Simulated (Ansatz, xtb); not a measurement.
Two isomers of C3H9GeNSi

Structure X is `C[SiH](C#N)[CH2][GeH3]`, a singlet and structure Y is `C[Si](C)([GeH3])C#N`, a singlet. Both are isolated molecules in the gas phase, relaxed with B3LYP-D3(BJ)/def2-SVP, each in the lowest conformer that the search found.

Q: Which of the two would you expect CCSD(T)/def2-SVP + ΔMP2/def2-TZVPP electronic energies to favour?

A: Structure Y; the calculation gives E(Y) − E(X) = −5.1 kcal/mol.

Level by level:

| level | geometry | E(Y) − E(X) (kcal/mol) | departure from the last row (kcal/mol) | job, with rough time for the two |
| --- | --- | --- | --- | --- |
| GFN2-xTB | GFN2-xTB | −5.3 | −0.1 | optimisation, 0.61 s |
| HF/STO-3G | GFN2-xTB | −9.6 | −4.5 | single point, 2.3 s |
| r2SCAN-D4/def2-SVP | GFN2-xTB | −6.6 | −1.5 | single point, 14 s |
| B3LYP-D3(BJ)/def2-SVP | B3LYP-D3(BJ)/def2-SVP | −6.7 | −1.6 | optimisation, 2.4 min |
| HF/def2-SVP | B3LYP-D3(BJ)/def2-SVP | −4.6 | +0.5 | part of the CCSD(T) run |
| MP2/def2-SVP | B3LYP-D3(BJ)/def2-SVP | −4.7 | +0.4 | part of the CCSD(T) run |
| CCSD(T)/def2-SVP | B3LYP-D3(BJ)/def2-SVP | −5.3 | −0.2 | single point |
| CCSD(T)/def2-SVP + ΔMP2/def2-TZVPP | B3LYP-D3(BJ)/def2-SVP | −5.1 |  | single point, 4.7 min |

As drawn, Y has 1 Ge–Si, 1 C–H in place of 1 C–Ge, 1 Si–H.

The levels shown agree on the order. The largest departure from CCSD(T)/def2-SVP + ΔMP2/def2-TZVPP is that of HF/STO-3G, 4.5 kcal/mol. A small imaginary or near-zero mode remains, so no thermal terms are given. The last row adds to CCSD(T) the change of the MP2 difference between the two basis sets, here +0.2 kcal/mol.

The correlated steps freeze 18 core orbitals; the filled d shell of Ge is correlated, in a basis made for valence electrons. Codes used: Ansatz 0.2.0, xtb 6.7.1; the last row on 2 threads of Intel(R) Xeon(R) Processor @ 2.50GHz (Skylake/Cascade Lake) on a shared host.
